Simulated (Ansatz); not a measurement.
Cost and result for the atomization energy of `C=C[SiH2]N[SiH3]` (14 atoms, 13 bonds).

```xyz
14

C     1.177    1.780   -0.326
C     1.785    0.619   -0.098
Si    0.890   -0.879    0.544
N    -0.797   -0.591    0.768
Si   -2.030   -0.601   -0.437
H     1.706    2.649   -0.709
H     0.115    1.909   -0.136
H     2.852    0.546   -0.307
H     1.471   -1.284    1.854
H     1.070   -1.994   -0.425
H    -1.075   -0.326    1.702
H    -3.164   -1.487   -0.055
H    -1.404   -1.097   -1.689
H    -2.596    0.755   -0.686
```

Charge 0, multiplicity 1. All single points use the PBE0-D4/def2-TZVP geometry. It is one conformer, not always the lowest. Program: Ansatz. All runs use 4 threads of an AMD EPYC 9R14 on a shared host. Times are those of one run each, without the atoms' runs, and a repeat can differ threefold. Electronic energies, without spin–orbit coupling; frozen cores. CCSD(T)/CBS adds CCSD(T) − MP2 in def2-TZVPP to the MP2 limit, and its time is that of the two runs behind it. T1 = 0.011. B3LYP takes the VWN-RPA correlation (the form of Gaussian; ORCA's B3LYP/G).

CCSD(T)/CBS is a level of theory with its own doubt, some kJ/mol a heavy atom from the limit and from the frozen cores, so smaller differences don't rank the functionals.

| level | functions | wall time |
| --- | --- | --- |
| PBE-D4/def2-TZVPP (with forces) | 303 | 2.2 s |
| PBE0-D4/def2-TZVPP | 303 | 2.8 s |
| r2SCAN-D4/def2-TZVPP (with forces) | 303 | 3.9 s |
| B3LYP-D4/def2-TZVPP (with forces) | 303 | 4.5 s |
| B2PLYP/def2-TZVPP | 303 | 4.7 s |
| ωB97X-V/def2-TZVPP | 303 | 6.5 s |
| ωB97M-V/def2-TZVPP (with forces) | 303 | 9.5 s |
| MP2/def2-QZVPP | 581 | 24 s |
| CCSD(T)/def2-TZVPP | 303 | 7.1 min |
| CCSD(T)/CBS(def2) | – | 7.5 min |

What atomization energy does each give, and how far from CCSD(T)/CBS? (Best estimate.)

Computed: 
| level | atomization (kcal/mol) | difference from CCSD(T)/CBS | per bond |
| --- | --- | --- | --- |
| PBE-D4/def2-TZVPP (with forces) | 1198.9 | 5.3 | 0.4 |
| PBE0-D4/def2-TZVPP | 1187.0 | -6.6 | -0.5 |
| r2SCAN-D4/def2-TZVPP (with forces) | 1189.8 | -3.8 | -0.3 |
| B3LYP-D4/def2-TZVPP (with forces) | 1195.8 | 2.2 | 0.2 |
| B2PLYP/def2-TZVPP | 1179.8 | -13.8 | -1.1 |
| ωB97X-V/def2-TZVPP | 1198.3 | 4.7 | 0.4 |
| ωB97M-V/def2-TZVPP (with forces) | 1196.4 | 2.8 | 0.2 |
| MP2/def2-QZVPP | 1186.9 | -6.7 | -0.5 |
| CCSD(T)/def2-TZVPP | 1162.2 | -31.4 | -2.4 |
| CCSD(T)/CBS(def2) | 1193.6 | 0.0 | 0.0 |

The D4 term adds +12.6 kcal/mol with B3LYP and +6.7 kcal/mol with PBE0; it sums over pairs of atoms, weighted by their polarisabilities, and B3LYP, whose exchange is more repulsive, gets the larger term. From PBE to PBE0 (25 % exact exchange), in def2-TZVPP and without D4, the atomization energy moves by −10.8 kcal/mol: exact exchange takes away binding that semilocal exchange gives to molecules. In def2-TZVPP, CCSD(T) changes the Hartree–Fock value by +274.9 kcal/mol (the triples alone add +14.3 kcal/mol) and MP2 by +280.8 kcal/mol; breaking electron pairs costs correlation energy, which Hartree–Fock lacks.
